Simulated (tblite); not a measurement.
Species: C₅H₁₄N₂Si₂.
Bonds: C1–C2 (triple), C2–Si3, Si3–N4, N4–Si5, Si5–N6, N6–C7, C7–C8, C7–C9. Hydrogens: H10 on C1; H11, H12 on Si3; H13 on N4; H14, H15 on Si5; H16 on N6; H17 on C7; H18, H19, H20 on C8; H21, H22, H23 on C9.

Computed with GFN2-xTB (tblite), gas phase: L-BFGS steps from a force-field or distance-geometry start until the largest atomic force falls under 0.01 eV/Å.

Step 5: E = -737.8459 eV
```
atom  x, y, z in Å  |  force x, y, z in eV/Å
C1      5.7527    0.1481   -0.2342    0.718   0.229  -0.280
C2      4.6713   -0.1530    0.1774   -0.468  -0.095   0.126
Si3     3.0369   -0.6398    0.8721    0.221   0.032   0.183
N4      1.7754   -0.0445   -0.1530    0.190  -0.071   0.070
Si5     0.2589   -0.0829    0.6797   -0.281  -0.029  -0.001
N6     -1.0746   -0.6904   -0.2065    0.198   0.138   0.057
C7     -2.0928    0.2865   -0.5272   -0.035   0.146  -0.268
C8     -2.6548    0.8475    0.7706   -0.256   0.201   0.358
C9     -3.1765   -0.3521   -1.3798   -0.321  -0.121  -0.175
H10     6.7037    0.4264   -0.6014   -0.129  -0.053   0.041
H11     2.9662   -2.0881    1.0275   -0.081  -0.064  -0.151
H12     2.8196   -0.0033    2.1719    0.344   0.003   0.225
H13     1.9840    0.8577   -0.5574    0.011  -0.183  -0.204
H14     0.3623   -0.8767    1.8961   -0.083  -0.213   0.093
H15    -0.0174    1.2895    1.0799    0.067   0.254   0.034
H16    -0.9706   -1.3918   -0.9207    0.173   0.033  -0.017
H17    -1.6415    1.1147   -1.0991   -0.085  -0.002   0.024
H18    -2.1052    0.4222    1.5976   -0.050   0.003   0.169
H19    -3.7038    0.5938    0.9118    0.024   0.036  -0.060
H20    -2.5524    1.9295    0.8067   -0.059  -0.036   0.039
H21    -4.1678   -0.0912   -1.0147    0.015   0.022  -0.141
H22    -3.1004   -0.0449   -2.4184   -0.003  -0.063  -0.068
H23    -3.0780   -1.4300   -1.3228   -0.112  -0.166  -0.054
```

Step 6: E = -737.8772 eV
```
atom  x, y, z in Å  |  force x, y, z in eV/Å
C1      5.7546    0.1506   -0.2349    0.520   0.164  -0.204
C2      4.6712   -0.1509    0.1739   -0.221  -0.034   0.047
Si3     3.0497   -0.6384    0.8819    0.071   0.033   0.120
N4      1.7808   -0.0478   -0.1321    0.146  -0.053  -0.005
Si5     0.2589   -0.0788    0.6879   -0.151   0.022  -0.094
N6     -1.0650   -0.6821   -0.2064    0.050   0.035  -0.093
C7     -2.0893    0.2864   -0.5262   -0.198   0.147  -0.249
C8     -2.6558    0.8481    0.7718   -0.275   0.198   0.375
C9     -3.1748   -0.3529   -1.3791   -0.408  -0.201  -0.264
H10     6.7033    0.4251   -0.6017   -0.027  -0.015  -0.004
H11     2.9604   -2.0824    1.0164   -0.057  -0.174  -0.111
H12     2.8408   -0.0059    2.1777    0.325   0.044   0.336
H13     1.9822    0.8404   -0.5676    0.035  -0.164  -0.195
H14     0.3546   -0.8822    1.8873   -0.052  -0.290   0.263
H15    -0.0105    1.2937    1.0777    0.037   0.320   0.074
H16    -0.9616   -1.3869   -0.9194    0.165   0.073   0.031
H17    -1.6494    1.1167   -1.1002   -0.039   0.036   0.006
H18    -2.1148    0.4266    1.6061   -0.002  -0.027   0.147
H19    -3.7047    0.5991    0.9139   -0.019  -0.011  -0.097
H20    -2.5597    1.9298    0.8143   -0.011  -0.007  -0.005
H21    -4.1727   -0.0936   -1.0324    0.030   0.067  -0.012
H22    -3.1108   -0.0546   -2.4210    0.110  -0.004  -0.083
H23    -3.0921   -1.4331   -1.3320   -0.032  -0.159   0.019
```

**Question.** Estimate the geometry and energy of step 7. (The exact step hangs on the optimiser's Hessian estimate; all steps are aligned on step 6, rigid shifts and turns removed.)

**Answer.** E = -737.9217 eV, largest force 0.532 eV/Å
```
atom  x, y, z in Å  |  force x, y, z in eV/Å
C1      5.7604    0.1556   -0.2374    0.078   0.026  -0.037
C2      4.6729   -0.1467    0.1673    0.169   0.061  -0.071
Si3     3.0697   -0.6360    0.8992   -0.113  -0.005   0.036
N4      1.7909   -0.0538   -0.1015    0.032   0.040  -0.093
Si5     0.2579   -0.0715    0.6993    0.040   0.076  -0.121
N6     -1.0524   -0.6690   -0.2101   -0.171   0.064  -0.166
C7     -2.0900    0.2885   -0.5273   -0.380   0.051  -0.133
C8     -2.6608    0.8512    0.7787   -0.168   0.087   0.226
C9     -3.1789   -0.3582   -1.3828   -0.336  -0.213  -0.280
H10     6.7043    0.4235   -0.6030    0.189   0.058  -0.098
H11     2.9506   -2.0776    0.9977   -0.010  -0.248  -0.051
H12     2.8791   -0.0090    2.1937    0.296   0.076   0.435
H13     1.9803    0.8116   -0.5869    0.061  -0.202  -0.141
H14     0.3419   -0.8963    1.8798   -0.022  -0.299   0.358
H15     0.0005    1.3066    1.0760    0.011   0.305   0.101
H16    -0.9446   -1.3780   -0.9167    0.142   0.053  -0.005
H17    -1.6617    1.1210   -1.1021   -0.021   0.084  -0.021
H18    -2.1288    0.4325    1.6218    0.025  -0.044   0.062
H19    -3.7079    0.6064    0.9152   -0.135  -0.072  -0.107
H20    -2.5706    1.9315    0.8255    0.044   0.053  -0.044
H21    -4.1804   -0.0953   -1.0581   -0.024   0.116   0.151
H22    -3.1238   -0.0689   -2.4274    0.235   0.053  -0.110
H23    -3.1135   -1.4410   -1.3450    0.060  -0.119   0.110
```

The energy changes by -0.0445 eV. The first-order estimate −F·Δx gives -0.0606 eV and the mean of the old and new forces, exact on a quadratic surface, -0.0446 eV. The step makes an angle of 63° with the force vector and moves no atom by more than 0.042 Å.

The cost below is that of the whole relaxation. Time: 4.2 s. Hardware: one thread, Arm Neoverse N1 (aarch64), shared host with 64 logical CPUs at a one-minute load of 59.
